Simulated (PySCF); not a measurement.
C₆H₁₁S (charge -1).
Numbering: `[CH3:1][CH2:2][C@@H:3]([S-:4])[CH:5]1[CH2:6][CH2:7]1`

Probes without a nucleus sit at each ring's centroid and 1 Å off its mean plane on both sides; NICS is minus the shielding there, NICSzz its component along the normal. Level: GIAO PBE0/pcSseg-1 (PySCF, non-relativistic, gas phase) on the GFN2-xTB geometry, one conformer.

Ring bond lengths (Å), with Mayer bond orders in brackets: C5–C6 1.495 (0.97), C6–C7 1.500 (0.98), C7–C5 1.504 (0.92).

Problem. What do the NICS probes read (ppm)?

Solution. 
```csv
ring,type,NICS(0),"NICS(1), two faces","NICS(1)zz, two faces",rms pucker (Å),"centre to ring atoms, mean (Å)"
C5–C6–C7,3-membered carbocycle; formal bonds all single,-40.5,-8.4 / -8.5,-18.4 / -22.5,0.00,0.87
```

Problem. What can be read from them?

Solution. 
- C5–C6–C7: mean NICS(1)zz -20.4 ppm, shielded. C5, C6, C7 have four or more neighbours; no verdict on aromaticity is drawn. The two faces differ by 4.1 ppm, so no symmetry operation interchanges them. NICS(0) lies 32 ppm below the mean NICS(1).

Problem. List the ring angles and the Hirshfeld charges of the ring atoms.

Solution. 
- C5–C6–C7: C5 60.0° (-0.049 e), C6 60.3° (-0.108 e), C7 59.7° (-0.118 e); sum 180.0° against 180° for a flat convex ring.

Problem. What are the shieldings of the ring atoms and their hydrogens in the same run (means over atoms taken as equivalent)?

Solution. 
| atoms | environment | σ isotropic (ppm) |
| --- | --- | --- |
| C5 | three-membered-ring carbon | 159.2 |
| C6 | three-membered-ring carbon | 180.3 |
| C7 | three-membered-ring carbon | 177.2 |
| H on C5 | methine hydrogen | 31.38 |
| H on C6 | methylene hydrogen | 31.77 |
| H on C6 | methylene hydrogen | 31.67 |
| H on C7 | methylene hydrogen | 31.76 |
| H on C7 | methylene hydrogen | 31.51 |

Conformer computed: `[CH3:1][CH2:2][C@@H:3]([S-:4])[CH:5]1[CH2:6][CH2:7]1`: C1–C2–C3–S4 173°, C2–C3–C5–C6 161°.
